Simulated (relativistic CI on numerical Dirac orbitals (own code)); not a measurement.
**A ladder of approximations for the levels of F VI**

Calculated with a relativistic CI code on KLI orbitals (one set per configuration, finite nucleus), adding one ingredient at a time: step 1, Dirac-Coulomb, each configuration alone; step 2, with Breit and QED terms; step 3, with configuration mixing; step 4, with scaled Slater integrals (0.9); step 5, with a P86 correlation estimate; step 6, tied to the ionisation limit. P86 is a density functional for the correlation energy, evaluated here for each configuration and added to its levels. Step 6 is semi-empirical: configurations made of the next ion and one excited electron move by -63 cm⁻¹, so that their limit matches the tabulated ionisation energy, and those with a non-penetrating f or g electron also take the P86 value of the least penetrating other one.

Configuration list (outside the closed core 1s2): 2s², 2s2p, 2p², 2s3s, 2s3p, 2s3d, 2p3s, 2p3p, 2p3d, 2s4s, 2s5s, 2s5p, 2p4s, 2p4p, 2p4d, 2s7d.

Computed minus measured energy above the ground level, in cm⁻¹, for 24 of the 51 excited levels that pair in every step (one J of a term; a digit in brackets numbers repeated terms):

| Configuration | Term | J | Measured | Step 1 | Step 2 | Step 3 | Step 4 | Step 5 | Step 6 |
| --- | --- | --- | --- | --- | --- | --- | --- | --- | --- |
| 2s2p | 3P° | 1 | 96861 | -22143 | -22192 | 551 | -657 | 1006 | 943 |
| 2p² | 3P | 1 | 251635 | -20629 | -20715 | 2635 | 328 | 3385 | 3385 |
| 2p² | 1D | 2 | 274597 | -12246 | -12409 | 7791 | 2978 | 6035 | 6035 |
| 2s3s | 3S | 1 | 747298 | -20543 | -20693 | -1517 | -4081 | -821 | -883 |
| 2s3s | 1S | 0 | 764392 | -16695 | -16836 | -1128 | -5298 | -2010 | -2071 |
| 2s3p | 3P° | 1 | 790326 | -21695 | -21851 | -715 | -3977 | -203 | -265 |
| 2s3d | 3D | 3 | 812208 | -21380 | -21580 | -17 | -3145 | -139 | -201 |
| 2s3d | 1D | 2 | 826853 | -20800 | -20994 | 3768 | -1507 | 1493 | 1431 |
| 2p3s | 3P° | 0 | 871160 | -22532 | -22671 | 300 | -3248 | 1429 | 1429 |
| 2p3p | 1P | 1 | 895287 | -23134 | -23366 | -203 | -2668 | 2358 | 2358 |
| 2p3p | 3D | 2 | 900785 | -24263 | -24482 | 546 | -2711 | 2282 | 2281 |
| 2p3d | 1D° | 2 | 921821 | -23731 | -23940 | -687 | -3421 | 1397 | 1397 |
| 2p3d | 3D° | 1 | 933586 | -22855 | -23094 | 265 | -3711 | 1106 | 1106 |
| 2s4s | 3S | 1 | 989928 | -24513 | -24689 | -1527 | -5172 | 115 | 54 |
| 2s4s | 1S | 0 | 997693 | -25493 | -25665 | 317 | -4709 | 580 | 522 |
| 2s5s | 3S | 1 | 1093463 | -24026 | -24210 | -1506 | -5161 | 518 | 456 |
| 2s5p | 1P° | 1 | 1099409 | -20751 | -20940 | -1475 | -4914 | 1046 | 998 |
| 2p4s | 1P° | 1 | 1112328 | -27132 | -27397 | 666 | -4065 | 2522 | 2508 |
| 2p4p | 1P | 1 | 1115967 | -24018 | -24246 | -633 | -4015 | 2920 | 2920 |
| 2p4p | 3D | 1 | 1117498 | -24136 | -24344 | -784 | -4330 | 2606 | 2606 |
| 2p4d | 1D° | 2 | 1126168 | -24028 | -24302 | -786 | -4232 | 2058 | 2058 |
| 2p4d | 3D° | 3 | 1130339 | -23591 | -23879 | -462 | -4363 | 1929 | 1929 |
| 2s7d | 3D | 3 | 1185884 | -25103 | -25296 | -1912 | -5750 | 273 | 211 |
| 2s7d | 1D | 2 | 1186611 | -25011 | -25203 | -1665 | -5610 | 413 | 350 |

Mean absolute errors in cm⁻¹, over all paired levels and for the first 12 configurations:

```
Configuration, levels  Step 1  Step 2  Step 3  Step 4  Step 5  Step 6
              all, 51   22799   23016    1664    3449    1978    1973
              2s2p, 2   22111   22198     544     663     999     937
               2p², 4   21231   21364    6568    1013    3808    3808
              2s3s, 2   18619   18765    1322    4689    1416    1477
              2s3p, 2   21683   21849     716    3980     206     268
              2s3d, 2   21090   21287    1892    2326     816     816
              2p3s, 3   22466   22661     307    3241    1437    1437
              2p3p, 8   21931   22172    2224    3252    2710    2709
              2p3d, 8   23617   23875    1243    3424    1387    1387
              2s4s, 2   25003   25177     922    4940     348     288
              2s5s, 1   24026   24210    1506    5161     518     456
              2s5p, 1   20751   20940    1475    4914    1046     998
              2p4s, 1   27132   27397     666    4065    2522    2508
```

Measured levels: Moore, Atomic Energy Levels, vol. I, NSRDS-NBS 35 (1971 reprint of NBS Circular 467, 1949). The analysis dates from before 1960.

The mean absolute error is lowest at step 3 (1664 cm⁻¹), and the largest single drop is from step 2 to 3 (23016 to 1664). Mixing lowers the ground level by 23381, with 2p² as its largest admixture; relative to it the configurations that move most are 2p4s by +28063, 2p² by +27932, 2p3d by +24946. Configurations whose own partners of that kind are not in the list rise by much of that lowering, so a short list can trade one imbalance for another. The P86 estimate moves 2p4p by +6930, 2p4s by +6588, 2p4d by +6286, and takes the mean absolute error of the excited configurations from 3449 to 1978. Step 6 takes that error from 1978 to 1973.
